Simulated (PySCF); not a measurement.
## Calculated data, BGeH₅O, BGeH₃O, CH₅ClGeO

Computed with PySCF 2.14.0. Calculation on a computer-drawn molecule: optimised geometry and harmonic frequencies of an isolated molecule of the commonest isotopes, restricted reference for singlets and unrestricted otherwise, frozen core in MP2; on germanium a core potential holds 10 electrons, which the energies leave out, and 3d is frozen in MP2 and coupled-cluster steps.

Common to all runs: charge 0; multiplicity 1; basis and core potential on germanium cc-pVDZ-PP ECP10MDF.

(1) BGeH₅O

Start structure:
```xyz
8
BGeH5O
O     -1.8181    -2.0056     0.6255
B     -0.6449    -1.8044     1.0843
Ge     0.6029    -0.3209     0.3392
H     -2.1092    -1.5210    -0.1106
H     -0.2925    -2.4658     1.9534
H      1.0319     0.7432     1.1605
H      1.9587    -0.8119    -0.3007
H     -0.0341     0.3746    -0.9117
```

Settings of this run: method HF and basis cc-pVDZ.

The calculation gives: rotational constants 32.34, 3.199, 3.018 GHz; total energy -395.8657 hartree; convergence status largest gradient component 4.547e-05 hartree/bohr.

Drawn bonds:
```tsv
atom	other atom	order
1	2	1
2	3	1
1	4	1
2	5	1
3	6	1
3	7	1
3	8	1
```

Optimised structure:
```xyz
8
BGeH5O
O     -1.8502    -2.0408     0.6156
B     -0.6093    -1.7813     1.0661
Ge     0.6317    -0.3028     0.2346
H     -2.1338    -1.5082    -0.1122
H     -0.2352    -2.4510     1.9901
H      0.9945     0.7653     1.2765
H      1.9456    -0.9067    -0.2820
H     -0.0486     0.4137    -0.9488
```

Modes:
```tsv
frequency (cm⁻¹)	reduced mass (dalton)
87.79	1.245
228.9	2.828
427.4	1.067
462.5	2.04
642.1	1.878
691	1.406
902.7	1.042
908.5	1.228
966.9	1.018
972.8	1.041
1081	1.115
1254	1.31
1391	6.477
2172	1.022
2196	1.023
2211	1.014
2702	1.094
4157	1.067
```

(2) BGeH₃O

Start structure:
```xyz
6
BGeH3O
O     -0.0553     1.7343    -0.2739
B      1.0314     1.0317    -0.0244
Ge     2.8236     1.9616     1.0171
H     -0.0625     2.6186    -0.0749
H      1.0482    -0.1318    -0.2496
H      2.1549     3.3365     0.7060
```

It was run with method HF and basis cc-pVDZ.

The calculation gives: rotational constants 46.47, 3.064, 2.957 GHz; total energy -394.6684 hartree; convergence status largest gradient component 1.165e-05 hartree/bohr.

Drawn bonds:
```tsv
atom	other atom	order
1	2	1
2	3	1
1	4	1
2	5	1
3	6	1
```

Optimised structure:
```xyz
6
BGeH3O
O     -0.2621     1.6013    -0.3132
B      0.9881     1.2461     0.0562
Ge     2.3284     2.1555     1.4437
H     -0.5927     2.3942     0.0782
H      1.3960     0.2244    -0.4480
H      3.0826     2.9294     0.2834
```

Modes:
```tsv
frequency (cm⁻¹)	reduced mass (dalton)
212.4	4.304
234.1	1.226
426.9	2.341
436.8	1.501
700.9	1.231
916.4	1.291
1047	1.105
1242	1.32
1357	6.939
1993	1.021
2620	1.088
4173	1.067
```

(3) BGeH₃O

Start structure:
```xyz
6
BGeH3O
O     -0.2621     1.6013    -0.3132
B      0.9881     1.2461     0.0562
Ge     2.3284     2.1555     1.4437
H     -0.5927     2.3942     0.0782
H      1.3960     0.2244    -0.4480
H      3.0826     2.9294     0.2834
```

Settings of this run: method MP2 and basis cc-pVDZ.

Results for BGeH₃O: rotational constants 49.26, 2.989, 2.898 GHz; total energy -395.0148 hartree; convergence status largest gradient component 7.536e-06 hartree/bohr.

Drawn bonds:
```tsv
atom	other atom	order
1	2	1
2	3	1
1	4	1
2	5	1
3	6	1
```

Optimised structure:
```xyz
6
BGeH3O
O     -0.2764     1.5922    -0.3420
B      0.9893     1.2880     0.0757
Ge     2.3447     2.1331     1.4700
H     -0.6141     2.3929     0.0808
H      1.4461     0.2744    -0.4295
H      3.0508     2.8704     0.2453
```

Modes:
```tsv
frequency (cm⁻¹)	reduced mass (dalton)
177.8	3.998
262.6	1.305
376.1	1.49
402	2.205
676.1	1.354
883.8	1.204
977.5	1.121
1187	1.251
1308	9.509
1954	1.021
2548	1.087
3864	1.066
```

(4) CH₅ClGeO

Start structure:
```xyz
9
CH5ClGeO
O      2.2660     1.2367    -0.0930
C      1.4307     0.5679     0.8201
Ge     0.1833    -0.6873    -0.1244
Cl    -1.1762    -1.5399     1.2558
H      2.8400     0.5864    -0.4853
H      1.9270     0.1333     1.6361
H      0.8190     1.3990     1.2638
H      1.0026    -1.8437    -0.7896
H     -0.6146    -0.0978    -1.1953
```

Settings of this run: method HF and basis cc-pV(D+d)Z.

Results for CH₅ClGeO: rotational constants 9.681, 1.768, 1.549 GHz; total energy -868.5538 hartree; convergence status largest gradient component 1.108e-05 hartree/bohr.

Drawn bonds:
```tsv
atom	other atom	order
1	2	1
2	3	1
3	4	1
1	5	1
2	6	1
2	7	1
3	8	1
3	9	1
```

Optimised structure:
```xyz
9
CH5ClGeO
O      2.2937     1.1441    -0.1564
C      1.3702     0.6062     0.7612
Ge     0.1924    -0.6721    -0.1610
Cl    -1.0551    -1.6423     1.3483
H      3.0068     0.5360    -0.2816
H      1.8583     0.1326     1.6170
H      0.7715     1.4311     1.1447
H      0.9970    -1.7803    -0.8390
H     -0.7571    -0.0006    -1.1450
```

Modes:
```tsv
frequency (cm⁻¹)	reduced mass (dalton)
71.8	2.905
108.8	10.12
270.9	3.406
296.1	1.322
419.5	23.13
475.7	1.07
652.5	3.633
667.6	1.054
835.1	1.092
895.2	1.326
949.7	1.033
1153	6.166
1224	1.029
1399	1.284
1488	1.201
1580	1.078
2245	1.021
2269	1.019
3196	1.064
3273	1.103
4150	1.067
```
